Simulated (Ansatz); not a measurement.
Cost and result up the ladder for SiBrH3 (SiH3Br) (5 atoms). Charge 0, multiplicity 1. Geometry: PBE-D4/def2-TZVP.

Cartesian coordinates in Å:
```
Si 0.0908 -0.0199 -0.1364
Br -1.1386 0.2500 1.7104
H 0.8325 -1.3087 -0.0229
H 1.0418 1.1241 -0.2391
H -0.8265 -0.0455 -1.3119
```

Ansatz on 4 threads of Arm Neoverse V2 on a shared host. Times are rough, and most runs start from the orbitals of an earlier one. ωB97M-V/def2-TZVP serves as the yardstick here, not as an exact answer. Differences are given only for rows in sets of like size (and for xTB, whose basis is part of the method), since another set adds its own error. Binding counts from free atoms at the same level (Si triplet, Br doublet, H doublet; other spins of the atoms weren't run), without zero-point energy or a counterpoise term.

The 6-31G sets use Cartesian d functions. B3LYP takes the VWN-RPA correlation. HSE06 is defined as in plane-wave codes, on full-range PBE exchange. Correlated methods freeze 14 core orbitals; core or outer-core shells of Br are correlated, in sets that lack core-valence functions.

Correlated methods converge slowly with the basis.

| level | functions | wall time | binding energy per atom (eV) | difference from ωB97M-V/def2-TZVP (eV) |
| --- | --- | --- | --- | --- |
| HF/6-31G | 48 | 0.15 s | 1.77 | – |
| PBE-D4/def2-SVP | 65 | 0.3 s | 2.75 | – |
| B3LYP-D4/6-31G | 48 | 0.35 s | 2.50 | – |
| PBE-D4/def2-TZVP | 103 | 0.4 s | 2.77 | -0.04 |
| PBE0-D4/def2-SVP | 65 | 0.4 s | 2.75 | – |
| MP2/def2-TZVP | 103 | 0.4 s | 2.70 | -0.11 |
| BLYP-D4/def2-TZVP | 103 | 0.45 s | 2.76 | -0.05 |
| BHLYP-D4/def2-TZVP | 103 | 0.6 s | 2.78 | -0.03 |
| PBE0-D4/def2-TZVP (with forces) | 103 | 0.9 s | 2.77 | -0.04 |
| r2SCAN-D4/def2-TZVP | 103 | 0.95 s | 2.82 | 0.01 |
| r2SCANh-D4/def2-TZVP | 103 | 1.1 s | 2.81 | 0.00 |
| HSE06-D4/def2-TZVP | 103 | 1.1 s | 2.77 | -0.04 |
| ωB97M-V/def2-TZVP | 103 | 1.6 s | 2.81 | 0.00 |
| CCSD(T)/def2-TZVPP | 132 | 4.8 s | 2.76 | -0.05 |
